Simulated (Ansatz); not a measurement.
System: ZrO2 (charge +1, doublet). The spin state was set by rule; other spins were not relaxed. 
Geometry from a B3LYP-D3(BJ)/def2-TZVP (Ansatz, a program for electronic structure) optimisation:
```xyz
3

Zr    -0.0016     0.3348     0.0759
O      1.0212    -0.5814    -1.0069
O     -1.0132    -1.0924     0.6276
```
Charge +1, spin multiplicity 2.

Total electronic energies in hartree. Valence correlation only, unless marked. Open shells are spin-unrestricted. Spin-orbit coupling is left out. The frozen core is the preceding noble-gas configuration, with the filled d and f shells of earlier blocks. In def2 rows, elements after Kr have scalar-relativistic effective core potentials. STO-3G rows are all-electron and non-relativistic. Basis-set limits of correlation are two-point, X^-3; Hartree-Fock from the larger set.

The UHF reference is spin-contaminated (<S^2> 0.26 over the pure value in the largest basis). The T1 diagnostic of CCSD in the largest basis is 0.056, which is high, so the coupled-cluster rows are less sure than usual.

| level | program | energy (Eh) |
|---|---|---|
| HF/def2-QZVPPD | Ansatz | -196.07355 |
| RI-HF/def2-TZVPPD | Ansatz | -196.06462 |
| PBE-D4/def2-TZVPD | Ansatz + dftd4 | -197.16870 |
| B3LYP-D3(BJ)/def2-TZVPD | Ansatz + dftd3 | -197.30188 |
| PBE0/def2-TZVPD | Ansatz | -197.11218 |
| r2SCAN0/def2-TZVPD | Ansatz | -197.16718 |
| LC-wPBE-D4/def2-TZVPD | Ansatz + dftd4 | -197.18980 |
| MP2/STO-3G | Ansatz | -3650.97189 |
| RI-MP2/def2-QZVPP | Ansatz | -196.65061 |
| RI-MP2/CBS(def2-TZVPPD,def2-QZVPPD) | Ansatz | -196.6786 |
| SCS-MP2/def2-SVP | Ansatz | -196.26522 |
| SCS-MP2/def2-TZVPP | Ansatz | -196.57764 |
| CCSD/STO-3G | Ansatz | -3651.00704 |
| CCSD(T)/def2-QZVPP | Ansatz | -196.68625 |
| CCSD(T)/CBS(def2-TZVPP,def2-QZVPP) | Ansatz | -196.7124 |

Totals of different functionals don't rank their quality; only differences between species are comparable.
